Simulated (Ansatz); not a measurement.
A nudged elastic band was laid between two geometries of CH8OSSi2 (13 atoms, charge 0, multiplicity 1).

The calculation used RKS BHLYP-D4/def2-SVP (Ansatz 0.2.0).

| Quantity | Value |
| --- | --- |
| movable images | 6 |
| climbing image | no |
| spring | 5.0 eV/Å² |
| optimiser | quadratic models (default) |
| start path | through a guess of the saddle point |
| force threshold | 0.05 eV/Å |
| iteration limit | 60 |
| end points | relaxed |

Image 0:

```xyz
13
Properties=species:S:1:pos:R:3
C -0.677 1.082 1.970
O -0.576 0.112 0.966
Si -0.018 0.358 -0.567
Si -0.086 -1.719 -1.624
S 1.984 1.148 -0.583
H -1.399 1.863 1.701
H 0.290 1.560 2.164
H -1.019 0.601 2.888
H -0.793 1.422 -1.250
H 0.283 -1.558 -3.050
H 0.900 -2.615 -0.972
H -1.434 -2.331 -1.537
H 2.565 0.042 -0.091
```

Image 7:

```xyz
13
Properties=species:S:1:pos:R:3
C -0.788 1.517 2.290
O -0.621 0.224 1.118
Si 0.021 0.382 -0.448
Si -0.112 -1.701 -1.513
S 2.040 1.067 -0.443
H -1.630 2.008 1.776
H 0.102 2.083 1.966
H -0.445 -0.522 1.686
H -0.776 1.465 -1.039
H 0.315 -1.558 -2.922
H 0.812 -2.623 -0.807
H -1.489 -2.243 -1.448
H 2.591 -0.133 -0.200
```

(1) What changes between the two ends?

(2) Give the energies along the band, and the barrier.

(3) What is the geometry of the highest image?

Results:

(1) Bonds broken: C1–H8. Bonds formed: O2–H8.

(2) The run converged. The highest image is number 4 of 0 to 7, 94.5 kcal/mol above the first end and 1.3 kcal/mol above the last; the last end lies 93.3 kcal/mol above the first. Neighbouring images differ by up to 3.5 eV, so the band resolves the path poorly. No image climbed, so the highest image needn't sit at the top of the path. The orbitals stay closed-shell, which can raise the energy where a bond breaks towards radicals; this wasn't checked here.

```tsv
image	path coordinate (Å)	energy (kcal/mol)	C1–H8 (Å)	O2–H8 (Å)
0	0.00	0.0	1.09	2.03
1	0.70	0.2	1.09	2.04
2	1.39	0.7	1.09	2.04
3	2.09	13.2	1.08	1.79
4	2.79	94.5	1.34	1.18
5	3.49	94.1	2.09	0.95
6	4.19	93.5	2.15	0.95
7	4.89	93.3	2.15	0.95
```

(3) 
```xyz
13
Properties=species:S:1:pos:R:3
C -0.890 1.320 2.114
O -0.472 0.184 1.026
Si 0.222 0.391 -0.463
Si -0.144 -1.639 -1.542
S 2.304 0.878 -0.421
H -1.977 1.398 1.971
H -0.467 2.272 1.756
H -0.191 0.178 2.176
H -0.470 1.576 -0.996
H 0.116 -1.461 -2.986
H 0.793 -2.646 -0.985
H -1.536 -2.097 -1.327
H 2.731 -0.390 -0.308
```

Run time: 9 min on 2 threads of Intel(R) Xeon(R) Platinum 8488C (Sapphire Rapids), with other jobs on the host, peak memory 0.34 GiB.
